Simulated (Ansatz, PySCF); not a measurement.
Reaction (SMILES): [SiH3]c1cnccn1 + 10 [H][H] (H2) -> 4 C (CH4) + 2 N (NH3) + [SiH4] (SiH4)
Each molecule is optimised on its own at B3LYP-D3(BJ)/def2-TZVP (Ansatz, a program for electronic structure). Frequencies are from Ansatz or PySCF. Unstable Hartree-Fock reference: [SiH3]c1cnccn1.

Property: energy of full hydrogenation (0 K, with B3LYP-D3(BJ) harmonic zero-point energies), in kJ/mol. Correlated levels leave the core frozen unless marked. No spin-orbit coupling. Non-relativistic. CBS marks a two-point X^-3 extrapolation of the correlation energy; Hartree-Fock from the larger set.

```csv
level,program,energy of full hydrogenation (kJ/mol)
RI-HF/aug-cc-pV(Q+d)Z,Ansatz,-683.2
```

### Question
Predict the CCSD(T)/CBS(cc-pV(T+d)Z,cc-pV(Q+d)Z) result (Ansatz).

### Answer
-579.1 kJ/mol
